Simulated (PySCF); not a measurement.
**From computed data to an observable: entropy of an ideal gas**

GeOCl2, SMILES [O]=[Ge]([Cl])[Cl].

Geometry optimised at PBE0-D3(BJ)/def2-SVP.

PBE0-D3(BJ)/def2-SVP (PySCF 2.14.0) gives the harmonic wavenumbers 157, 183, 212, 428, 463, 1013 cm⁻¹ and the rotational temperatures 0.1859, 0.1183, 0.0723 K. The molar mass is 159.53 g/mol, the symmetry number 2, the spin multiplicity 1.

Work out the entropy at 298.15 K and 1 atm in the rigid-rotor, harmonic-oscillator model.


Translation (Sackur–Tetrode at 1 atm): S = R[1.5 ln M + 2.5 ln T − 1.16487] = 172.0 J/(mol K).
Rotation: q = (√π/σ) T^1.5/√(θA θB θC) = 114000, S = R[ln q + 3/2] = 109.3 J/(mol K).
Vibration: with u = 1.4388 ν/T, each mode gives R[u/(e^u − 1) − ln(1 − e^−u)]:
```csv
ν (cm⁻¹),modes,u,S (J/(mol K))
157,1,0.76,10.82
183,1,0.88,9.61
212,1,1.02,8.48
428,1,2.07,3.62
463,1,2.23,3.17
1013,1,4.89,0.37
```
These are all the modes. Sum 36.1 J/(mol K).
Spin: R ln 1 = 0.0 J/(mol K).
Total 317.4 J/(mol K); the program's own thermochemistry gives 317.4. Translation makes up 54 % and vibration 11 %. Anharmonicity, hindered rotation and orbital degeneracy are left out.
